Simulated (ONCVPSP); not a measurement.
## tungsten (W), ONCV: configuration errors across variants

tungsten (W), optimised norm-conserving Vanderbilt (ONCV), made with ONCVPSP 4.0.1 (LDA (Perdew-Wang 92), scalar-relativistic). Core [Kr] 4d10 4f14, reference 5s2 5p6 5d4 6s2. Waves: 5s+6s: rc 1.90 bohr, ncon 4, nbas 7, qcut 6.6 1/bohr, 2 projectors; 5p: rc 1.25 bohr, ncon 4, nbas 8, qcut 6.7 1/bohr, 3 projectors, debl 2.2 Ha; 5d: rc 1.75 bohr, ncon 5, nbas 8, qcut 6 1/bohr, 2 projectors, debl 1.4 Ha. Local part: polynomial inside 0.90 bohr (lpopt 5, dvloc0 0 Ha). Core correction: Teter function fitted to the true core (icmod 2), fcfact 0.65.

All-electron excitation energies from the reference (eV): (1) 5s2 5p6 5d4 6s1 9.125; (2) 5s2 5p6 5d4 6s0 25.144; (3) 5s2 5p6 5d3 6s0 50.849; (4) 5s2 5p6 5d3 6s2 9.058.

A true bound ghost makes a file unfit for plane-wave use even where its test errors are small: the radial tests pick states by their node count and pass the ghost by.

Errors AE − PS in meV (a dash: test not solved or not reliable):

| change | (1) | (2) | (3) | (4) | bound ghosts | GHOST(+) flags above zero |
| --- | --- | --- | --- | --- | --- | --- |
| base | -4.4 | -15 | -20 | -3.3 | s | p |
| s: rc 1.48 | -2.9 | -7.7 | -14 | -2.4 | s | p |
| s: rc 1.8 | -4.0 | -13 | -19 | -3.1 | s | p |
| s: rc 2.14 | -5.2 | -20 | -23 | -3.8 | s | p |
| s: rc 2.3 | -5.6 | -22 | -25 | -4.0 | s | p |
| s: rc 2.56 | -6.3 | -26 | -29 | -4.1 | s | p |
| s: rc 2.7 | -6.7 | -28 | -30 | -4.2 | s | p |

Q: Give the same row for: s: rc 1.28.

A: -2.5, -5.4, -12, -2.1; bound ghosts: s; GHOST(+) flags above zero: p.
